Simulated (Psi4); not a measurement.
Cl$_{3}$Sn (SMILES [Cl][Sn-]([Cl])[Cl]), charge -1, singlet, geometry from GFN2-xTB (such geometries of metal compounds can be far from the true shape) (core potentials on Sn) (a gas-phase anion, which may not be bound at this level). Base run: HF/def2-SVP (Psi4).

Input for Psi4:
```
memory 2 GB

molecule {
-1 1
Sn   -0.00024598    0.00560843    0.57812327
Cl   -1.94257826   -1.06785136   -0.55730815
Cl    0.05159000    2.20812614   -0.58824027
Cl    1.89171173   -1.15677018   -0.55481414
}

set {
  basis def2-svp
}

energy('scf')
print_variables()
```

The base run was repeated with changes; each row names its change, and settings that it needs were set with it.

```tsv
change	ΔE vs base (µEh)	SCF cycles	basis functions
base	0.0	8	80
scf_type = mem_df	0.0	8	80
puream = true	0.0	8	80
cholesky_tolerance = 1e-3 (with scf_type cd)	9792	8	80
scf_type = out_of_core	-141	8	80
scf_type = disk_df	0.0	8	80
scf_initial_accelerator = none	0.0	8	80
guess = sapgau	0.0	13	80
e_convergence = 1e-4	0.0	8	80
df_basis_scf = def2-universal-jkfit	0.0	8	80
level_shift = 0.3	0.0	8	80
scf_type = dfdirj+link	-193	8	80
guess = sadno	0.0	8	80
```

A gas-phase anion may not be bound at this level; its values then depend on the basis.
